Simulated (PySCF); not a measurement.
Gas-phase reaction: HfO₂ + 2 HCl + Cl₂ ⇌ HfCl₃OH + HOCl, at 1800 K and a standard pressure of 1 bar. Level: PBE0/def2-QZVP†.

Computed with PySCF and rigid-rotor harmonic-oscillator thermochemistry at 1 bar. † marks an energy on the PBE0/def2-TZVP geometry and frequencies. All species are closed-shell singlets. Hf: scalar-relativistic def2 core potential, no spin-orbit coupling. HfCl₃OH: computed as isolated molecules; such fragments, hydroxides, amides, oligomers or adducts are transient or little studied in the gas. The harmonic model lacks anharmonicity and excited electronic states, which grow with temperature; levels with a mode under 35 cm⁻¹ are left out. Soft modes under 120 cm⁻¹ make the harmonic entropy rough for HfCl₃OH.

```tsv
species	E (Ha)	H(1800 K) − E (kJ/mol)	S°(1800 K) (J/mol/K)
HfO₂	-198.38853	106.1	371.5
HCl	-460.67968	73.9	241.9
Cl₂	-920.11753	67.6	287.9
HfCl₃OH	-1504.34791	251.4	607.8
HOCl	-535.79453	116.7	317.4
```
E: electronic energy; H − E holds the zero-point and thermal terms. 1 Ha = 2625.5 kJ/mol.

Q: Work out ΔH°, ΔS°, ΔG° and log10 K from these numbers.

A: 1. ΔE = 1×(-1504.34791) + 1×(-535.79453) − 1×(-198.38853) − 2×(-460.67968) − 1×(-920.11753) = -0.27702 Ha = -727.3 kJ.
2. Δ(H − E) = 1×(251.4) + 1×(116.7) − 1×(106.1) − 2×(73.9) − 1×(67.6) = 46.6 kJ, so ΔH° = -680.7 kJ.
3. ΔS° = 1×(607.8) + 1×(317.4) − 1×(371.5) − 2×(241.9) − 1×(287.9) = -218.0 J/K; the number of gas molecules changes by -2.
4. ΔG° = ΔH° − TΔS° = -680.7 − 1800×(-218.0)/1000 = -288.3 kJ.
5. log10 K = −ΔG°/(RT ln 10) = 8.37, with RT ln 10 = 34.46 kJ/mol; at standard pressures the products are favoured.
6. A shift of 10 kJ in ΔE would move log10 K by 0.29 here.
For scale, ΔH°(298 K) is -705 kJ at this level, -737 kJ at ωB97M-V/def2-TZVP†, and runs from -823 to -627 kJ over the 17 levels computed.
